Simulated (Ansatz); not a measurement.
Species: C₅H₁₁O, net charge 0, doublet state. It need not be the lowest isomer of its formula. 
Geometry from a B3LYP-D3(BJ)/def2-TZVP (Ansatz, an electronic-structure program) optimisation:
SMILES: O[C](CC)CC
```xyz
17

C      1.8399    -0.6053    -0.8154
C      1.2711     0.7164    -0.2583
C     -0.0321     0.5936     0.4563
C     -1.3567     0.5439    -0.2201
C     -1.8097    -0.8634    -0.6577
O     -0.0285    -0.0713     1.6684
H      1.1959    -1.0119    -1.5953
H      1.9227    -1.3569    -0.0283
H      2.8333    -0.4512    -1.2424
H      1.1562     1.4330    -1.0750
H      2.0148     1.1523     0.4233
H     -2.1124     0.9499     0.4611
H     -1.3271     1.2058    -1.0890
H     -1.8174    -1.5424     0.1953
H     -2.8173    -0.8306    -1.0774
H     -1.1431    -1.2793    -1.4145
H      0.8476    -0.0096     2.0655
```
Charge 0, spin multiplicity 2.

Dipole moments at this geometry, in debye (magnitudes).

```csv
level,program,dipole (D)
SVWN5/def2-TZVPD,Ansatz,1.36
BLYP/def2-TZVPD,Ansatz,?
r2SCAN/def2-TZVPD,Ansatz,1.38
BHLYP/def2-TZVPD,Ansatz,1.49
r2SCANh/def2-TZVPD,Ansatz,1.40
CAM-B3LYP/def2-TZVPD,Ansatz,1.46
LC-wPBE/def2-TZVPD,Ansatz,1.48
wB97X-V/def2-TZVPD,Ansatz,1.44
CCSD(T)/aug-cc-pVDZ,Ansatz,?
```

Problem. Fill in the missing entries.

Solution. 
- BLYP/def2-TZVPD, dipole (D): 1.33
- CCSD(T)/aug-cc-pVDZ, dipole (D): 1.41
